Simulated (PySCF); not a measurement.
Which level of theory gave which numbers?

C5H8Si.
SMILES: `C#C/C=C/[SiH2]C`

The closed-shell ground state was solved 7 times with PySCF (density fitting, gas phase), always in the pcSseg-1 basis (149 functions), with these functionals: B97-2, BHandHLYP, CAM-B3LYP, KT2, LC-wPBE, mPW1PW91 and wB97X-D. Geometry: PBE0-D3(BJ)/def2-SVP, one conformer, isolated molecule.

| row | total energy (Eh) | HOMO (eV) | LUMO (eV) | dipole (D) |
| --- | --- | --- | --- | --- |
| P | -490.7436 | -6.14 | -2.20 | 0.74 |
| Q | -484.6136 | -8.40 | -0.19 | 0.70 |
| R | -484.5926 | -8.04 | -0.26 | 0.69 |
| S | -484.6635 | -6.94 | -1.36 | 0.73 |
| T | -484.6827 | -7.21 | -1.34 | 0.73 |
| U | -484.4869 | -9.77 | 0.85 | 0.71 |
| V | -484.6469 | -8.96 | 0.40 | 0.71 |

Which functional belongs to which row?

P = KT2, Q = CAM-B3LYP, R = BHandHLYP, S = B97-2, T = mPW1PW91, U = LC-wPBE, V = wB97X-D. By rising HOMO–LUMO gap: KT2 (GGA) 3.94 eV; B97-2 (global hybrid, 21 % exact exchange) 5.58 eV; mPW1PW91 (global hybrid, 25 % exact exchange) 5.87 eV; BHandHLYP (global hybrid, 50 % exact exchange) 7.78 eV; CAM-B3LYP (range-separated hybrid) 8.21 eV; wB97X-D (range-separated hybrid) 9.36 eV; LC-wPBE (range-separated hybrid) 10.62 eV. Total energies of different functionals aren't bounds to one another; each is stationary for its own functional.

Conformer computed: `[CH:1]#[C:2]/[CH:3]=[CH:4]/[SiH2:5][CH3:6]`: C3–C4–Si5–C6 123°.

wB97X-D is run here without its empirical dispersion term; that term would change no orbital, density or response property at a fixed geometry.
